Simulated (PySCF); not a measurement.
C6H9F2N.
Z-matrix (Å and degrees, PBE0-D3(BJ)/def2-SVP geometry), rows numbered from 1:
```
F 
C   1  1.3569
F   2  1.3549  1  106.78
C   2  1.4960  1  110.54  3  -120.54
C   4  1.5001  2  113.69  1    57.10
C   5  1.4776  4  121.69  2    91.36
N   5  1.4494  4  116.64  2   160.52
C   4  1.4988  2  117.15  1  -157.14
C   8  1.4959  4   60.21  2   107.62
H   2  1.1052  1  108.08  3   116.17
H   5  1.0967  4  113.61  2   -56.71
H   6  1.0952  5  118.02  7   109.17
H   6  1.0948  5  119.12  7  -103.81
H   7  1.0174  5  111.07  6  -103.64
H   8  1.0927  4  115.76  9   107.87
H   8  1.0935  4  117.95  9  -108.77
H   9  1.0928  4  116.03  8  -107.84
H   9  1.0939  4  118.71  8   108.94
```

Computed with PySCF at PBE0/pcSseg-1, non-relativistic, on one gas-phase PBE0-D3(BJ)/def2-SVP geometry that isn't relaxed in the solvent. The solvent is an IEF-PCM continuum (cavity from Bondi-type radii × 1.2). Specific hydrogen bonds and non-electrostatic terms are outside this model.

```json
{"run": "gas", "E − E(gas) (kJ/mol)": "0.00", "HOMO (eV)": "-7.37", "HOMO–LUMO gap (eV)": "8.64", "dipole (D)": "1.07"}
{"run": "P", "E − E(gas) (kJ/mol)": "-26.07", "HOMO (eV)": "-7.32", "HOMO–LUMO gap (eV)": "9.03", "dipole (D)": "1.13"}
{"run": "Q", "E − E(gas) (kJ/mol)": "-18.66", "HOMO (eV)": "-7.31", "HOMO–LUMO gap (eV)": "8.92", "dipole (D)": "1.13"}
```

Problem. The runs were made in chloroform and methanol. Which run belongs to which solvent?

Solution. P = methanol, Q = chloroform. The dielectric constants are 4.711 (chloroform), 32.61 (methanol), and the energy falls further as ε rises. In this model the ground state sees the solvent through ε alone.

Problem. How constant is the ratio of the lowering to (ε − 1)/(2ε + 1)?

Solution. 
```
   solvent  (ε − 1)/(2ε + 1)  E − E(gas) (kJ/mol)  ratio (kJ/mol)  polarisation term (kJ/mol)
chloroform             0.356               -18.66           -52.4                      -20.21
  methanol             0.477               -26.07           -54.6                      -29.27
```

The ratio changes by +4.2 % in size from chloroform to methanol. The polarisation term is half the interaction of the solute with the induced surface charges.

Hardware: an Arm Neoverse N1 with one thread, no GPU, on a shared host. Cost: 54 s wall. This is the whole shielding run at PBE0/pcSseg-1 in methanol, SCF included.
